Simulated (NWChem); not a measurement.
System: Si$_{2}$H$_{3}$, doublet; SMILES [SiH2][SiH]

Parts of the log:

```
             Northwest Computational Chemistry Package (NWChem) 7.3.0
             --------------------------------------------------------

                             Geometry "geometry" -> ""
                             -------------------------

 Output coordinates in angstroms (scale by  1.889725989 to convert to a.u.)

  No.       Tag          Charge          X              Y              Z
 ---- ---------------- ---------- -------------- -------------- --------------
    1 Si                  14.0000    -0.02970600    -1.28030000     0.22487300
    2 Si                  14.0000    -0.15946100     0.97654800    -0.10608200
    3 H                    1.0000     1.45373700    -1.27295900    -0.20086800
    4 H                    1.0000     0.94767400     1.96973800     0.17120800
    5 H                    1.0000    -1.45989900     1.74370300    -0.09497500

 Effective nuclear repulsion energy (a.u.)      67.5671059762

  pbe96 is a nonlocal functional; adding pw91lda local functional.

                                 NWChem DFT Module
                                 -----------------

 Summary of "ao basis" -> "ao basis" (spherical)
 ------------------------------------------------------------------------------
       Tag                 Description            Shells   Functions and Types
 ---------------- ------------------------------  ------  ---------------------
 Si                         def2-svp                 8       18   4s3p1d
 H                          def2-svp                 3        5   2s1p

 in cosmo_initialize ...
 calling solv_data for solv:benzene

 solvent parameters
 solvname_short: benzene
 solvname_long:  benzene
 dielec:        2.2706
 dielecinf:     2.2533
 nonaqueous SMD model solvent descriptors
 dielec:        2.2706
 sola:          0.0000
 solb:          0.1400
 solc:          1.0000
 solg:         40.6200
 solh:          0.0000
 soln:          1.5011

          ---------------
          -cosmo- solvent
          ---------------
 Cosmo: York-Karplus, doi: 10.1021/jp992097l
 dielectric constant -eps-     =   2.27
 screen = (eps-1)/(eps    )    =   0.55959
 surface charge correction     = lagrangian

   van der Waals surface
 --------------------------

 ---------- ATOMIC COORDINATES (A.U.) ------------ VDWR(ANG.) --
     1   -0.05613620   -2.41941618    0.42494835     2.470
     2   -0.30133760    1.84540813   -0.20046591     2.470
     3    2.74716459   -2.40554370   -0.37958548     1.200
     4    1.79084419    3.72226509    0.32353621     1.200
     5   -2.75880908    3.29512088   -0.17947673     1.200
 number of segments per atom =        128
 number of   points per atom =        128
 atom (   nspa,  nppa )
 ----------------------
    1 (     92,     0 )       0
    2 (     93,     0 )       0
    3 (     36,     0 )       0
    4 (     34,     0 )       0
    5 (     34,     0 )       0
 number of -cosmo- surface points =      289
 molecular surface =    115.833 angstrom**2
 molecular volume  =    102.450 angstrom**3
 -lineq- algorithm             =   0
 -bem- low  level              =   3
 -bem- from -octahedral-
 gaussian surface charge width =   4.50000
 degree of switching           =   1.00000
 switching function tolerance  =   0.00010
 atomic radii =
 --------------
    1 14.000  2.470
    2 14.000  2.470
    3  1.000  1.200
    4  1.000  1.200
    5  1.000  1.200
 ...... end of -cosmo- initialization ......

 nat:                     5
 ixmem:                  1509
 calling mnsol_interface()
 G(SMD-CDS) energy (kcal/mol)  =    -1.191
 SMD-CDS SASA (angstrom**2)    =   123.966

            General Information
            -------------------
          SCF calculation type: DFT
          Wavefunction type:  spin polarized.
          No. of atoms     :     5
          No. of electrons :    31
           Alpha electrons :    16
            Beta electrons :    15
          Charge           :     0
          Spin multiplicity:     2
          Use of symmetry is: off; symmetry adaption is: off
          Maximum number of iterations: 150
          AO basis - number of functions:    51
                     number of shells:    25
          Convergence on energy requested:  1.00D-06
          Convergence on density requested:  1.00D-05
          Convergence on gradient requested:  5.00D-04

[...]

                                COSMO-SMD solvation results
                                ---------------------------

             internal energy in gas <Psi(g)|H|Psi(g)> =      -580.197258611788
         internal energy in solvent <Psi(s)|H|Psi(s)> =      -580.197169728482
                               delta internal energy  =         0.000088883307 (    0.06 kcal/mol)
   total free energy in solvent <Psi(s)|H+V/2|Psi(s)> =      -580.197877596771
 polarization energy contribution <Psi(s)|V/2|Psi(s)> =        -0.000707868289 (   -0.44 kcal/mol)
    total free energy in solvent including G(SMD-CDS) =      -580.199775148255
                       G(SMD-CDS) energy contribution =        -0.001897551484 (   -1.19 kcal/mol)
     1 M fixed-concentration free energy of solvation =        -0.002516536466 (   -1.58 kcal/mol)

                    DFT Final Alpha Molecular Orbital Analysis
                    ------------------------------------------

 Vector   14  Occ=1.000000D+00  E=-2.768270D-01
              MO Center=  1.4D-01, -3.1D-01,  3.3D-03, r^2= 3.6D+00
   Bfn.  Coefficient  Atom+Function         Bfn.  Coefficient  Atom+Function
  ----- ------------  ---------------      ----- ------------  ---------------
    37      0.303520  3 H  s                 27      0.230668  2 Si py
    47      0.219416  5 H  s                 38      0.215508  3 H  s
     8      0.211891  1 Si px                30      0.194223  2 Si py
     9     -0.181493  1 Si py                11      0.166326  1 Si px
    48      0.148805  5 H  s                 12     -0.139637  1 Si py

 Vector   15  Occ=1.000000D+00  E=-2.215638D-01
              MO Center= -7.4D-02, -7.8D-01,  1.5D-01, r^2= 3.6D+00
   Bfn.  Coefficient  Atom+Function         Bfn.  Coefficient  Atom+Function
  ----- ------------  ---------------      ----- ------------  ---------------
     4      0.384030  1 Si s                  3      0.349867  1 Si s
     2      0.211443  1 Si s                  9     -0.200830  1 Si py
    30      0.191881  2 Si py                12     -0.188558  1 Si py
    21     -0.188861  2 Si s                 31      0.185350  2 Si pz
    11     -0.176373  1 Si px                27      0.167124  2 Si py

 Vector   16  Occ=1.000000D+00  E=-2.033648D-01
              MO Center= -1.2D-01, -1.9D-01, -7.3D-02, r^2= 3.5D+00
   Bfn.  Coefficient  Atom+Function         Bfn.  Coefficient  Atom+Function
  ----- ------------  ---------------      ----- ------------  ---------------
    31      0.415517  2 Si pz                13      0.300198  1 Si pz
    28      0.294210  2 Si pz                10      0.217285  1 Si pz
    11      0.171220  1 Si px                 4     -0.163460  1 Si s
    25     -0.156087  2 Si pz                12      0.147496  1 Si py
     8      0.144382  1 Si px                 9      0.135330  1 Si py

 Vector   17  Occ=0.000000D+00  E=-1.170304D-01
              MO Center= -1.6D-02, -3.3D-01,  9.1D-02, r^2= 4.2D+00
   Bfn.  Coefficient  Atom+Function         Bfn.  Coefficient  Atom+Function
  ----- ------------  ---------------      ----- ------------  ---------------
    13      0.596859  1 Si pz                31     -0.499502  2 Si pz
    10      0.334670  1 Si pz                28     -0.282336  2 Si pz
     7     -0.176943  1 Si pz                22      0.166791  2 Si s
    25      0.145702  2 Si pz                43     -0.138500  4 H  s
    11      0.128745  1 Si px                 4      0.107808  1 Si s

 Vector   18  Occ=0.000000D+00  E=-2.078698D-02
              MO Center=  6.6D-02, -1.5D-01,  2.1D-01, r^2= 5.1D+00
   Bfn.  Coefficient  Atom+Function         Bfn.  Coefficient  Atom+Function
  ----- ------------  ---------------      ----- ------------  ---------------
    22      1.181741  2 Si s                 12     -0.806509  1 Si py
    43     -0.778413  4 H  s                 21      0.490783  2 Si s
    38     -0.396263  3 H  s                 11      0.373935  1 Si px
    48     -0.373813  5 H  s                 31      0.322657  2 Si pz
     9     -0.255687  1 Si py                20      0.247559  2 Si s

 Vector   19  Occ=0.000000D+00  E= 4.443902D-03
              MO Center= -2.7D-01,  1.8D-01, -5.6D-02, r^2= 4.5D+00
   Bfn.  Coefficient  Atom+Function         Bfn.  Coefficient  Atom+Function
  ----- ------------  ---------------      ----- ------------  ---------------
    48     -1.029981  5 H  s                 22      0.965886  2 Si s
    29     -0.868938  2 Si px                38      0.838089  3 H  s
     4     -0.699971  1 Si s                 11     -0.412925  1 Si px
     3     -0.368297  1 Si s                 12     -0.347157  1 Si py
    13      0.274108  1 Si pz                43      0.245572  4 H  s

                     DFT Final Beta Molecular Orbital Analysis
                     -----------------------------------------

 Vector   13  Occ=1.000000D+00  E=-3.203969D-01
              MO Center= -9.7D-02,  1.4D+00,  7.1D-03, r^2= 2.4D+00
   Bfn.  Coefficient  Atom+Function         Bfn.  Coefficient  Atom+Function
  ----- ------------  ---------------      ----- ------------  ---------------
    42      0.341335  4 H  s                 26      0.290077  2 Si px
    47     -0.289972  5 H  s                 29      0.225508  2 Si px
    43      0.167173  4 H  s                 23     -0.165009  2 Si px
    48     -0.141532  5 H  s                 27      0.069602  2 Si py
     3     -0.068920  1 Si s                  8      0.069104  1 Si px

[...]
```

Level: PBE/def2-SVP, spin-unrestricted, SMD on the gas-phase geometry. Structure relaxed at the PBE-D3(BJ)/def2-SVP, spin-unrestricted level. No stability test was run on the SCF state. Solvent: benzene.

Task: Reconstruct the input file.

Result: This is not unique; one that fits is the input that was run:
```
start job
memory heap 200 mb stack 900 mb global 1100 mb
geometry units angstroms noautosym nocenter noautoz
  Si    -0.029706    -1.280300     0.224873
  Si    -0.159461     0.976548    -0.106082
  H      1.453737    -1.272959    -0.200868
  H      0.947674     1.969738     0.171208
  H     -1.459899     1.743703    -0.094975
end
basis spherical
  Si library def2-svp
  H library def2-svp
end
dft
  odft
  mult 2
  xc xpbe96 cpbe96
  iterations 150
end
cosmo
  do_cosmo_smd true
  solvent benzene
end
task dft energy
```
